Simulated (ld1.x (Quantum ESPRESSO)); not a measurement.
Scattering properties, PAW potential for La

ld1.x (Quantum ESPRESSO) 7.5 input, shortened:

```
&input
   title='La', zed=57., rel=2, dft='PZ', iswitch=3,
   config='[Xe] 4f0 5d2 6s1 6p0', rel_dist='average'
 /
 &inputp
   pseudotype=3, lpaw=.true., tm=.true., lloc=-2, rcloc=4.05,
   nlcc=.true.,
   which_augfun='GAUSS', rmatch_augfun=1.10
 /
8
5S  1  0   2.00   0.00  2.40  2.55  0.0
6S  2  0   1.00   0.00  2.40  2.55  0.0
5P  2  1   6.00   0.00  2.35  3.20  0.0
6P  3  1   0.00   0.00  2.35  3.20  0.0
5D  3  2   2.00   0.00  3.45  4.10  0.0
5D  3  2   0.00   0.50  3.45  4.10  0.0
4F  4  3   0.00   0.00  1.40  1.75  0.0
4F  4  3   0.00   0.45  1.40  1.75  0.0
 &test
   configts(1)='4f0 5s2 5p6 5d2 6s1 6p0'
 /
```

Open shells are filled in proportion to 2j + 1 (rel_dist='average').

The phase is arctan(r·u′/u) with u = r·R(r), unwrapped; energies in Ry, scanned from -5 to 5 Ry. A pole is an energy at which the radial function vanishes at the test radius. The pseudo phase is shifted by a multiple of π to meet the all-electron one at the reference energy, and phase errors are pseudo minus all-electron; the curves can meet again beyond the range given. Levels narrower than the energy grid can be missing from the lists of poles.

| channel | radius (bohr) | reference energy (Ry) | poles, all-electron | poles, pseudo | unbroken range about the reference energy with phases within 0.05 rad | phase error 1 Ry above the reference energy (rad) |
| --- | --- | --- | --- | --- | --- | --- |
| s | 4.43 | -0.24 | 0.43, 3.60 | 0.43, 3.61 | below 1.6 | +0.002 |
| p1/2 | 4.43 | -0.09 | -1.66, 0.94, 4.25 | -1.66, 0.95, 4.41 | below 2.1 | +0.002 |
| p3/2 | 4.43 | -0.08 | -1.47, 1.05, 4.43 | -1.47, 1.06, 4.57 | below 2.2 | +0.002 |
| d3/2 | 4.43 | -0.18 | -0.00, 2.17 | -0.00, 2.14 | below 3.6 | -0.003 |
| d5/2 | 4.43 | -0.16 | 0.02, 2.20 | 0.02, 2.17 | below 3.7 | -0.003 |
| f5/2 | 4.43 | -0.23 | -0.22, 1.49, 4.00 | -0.22, 1.52, 4.75 | below 2.1 | +0.004 |
| f7/2 | 4.43 | -0.21 | -0.20, 1.50, 4.01 | -0.20, 1.53, 4.77 | below 2.1 | +0.004 |

The ghost test of this file was not conclusive.

Phases in the p1/2 channel:

| E (Ry) | all-electron | pseudo |
| --- | --- | --- |
| -5.00 | 1.466 | 1.466 |
| -4.48 | 1.460 | 1.460 |
| -3.96 | 1.452 | 1.452 |
| -3.44 | 1.443 | 1.443 |
| -2.92 | 1.430 | 1.430 |
| -2.40 | 1.412 | 1.412 |
| -1.88 | 1.377 | 1.377 |
| -1.36 | -1.776 | -1.775 |
| -0.84 | -1.858 | -1.858 |
| -0.32 | -2.126 | -2.125 |
| 0.20 | -4.131 | -4.130 |
| 0.72 | -4.647 | -4.645 |
| 1.24 | -4.780 | -4.777 |
| 1.76 | -4.917 | -4.904 |
| 2.28 | -5.539 | -5.364 |
| 2.80 | -7.523 | -7.438 |
| 3.32 | -7.743 | -7.719 |
| 3.84 | -7.817 | -7.802 |
| 4.36 | -7.863 | -7.850 |
| 4.88 | -7.905 | -7.890 |
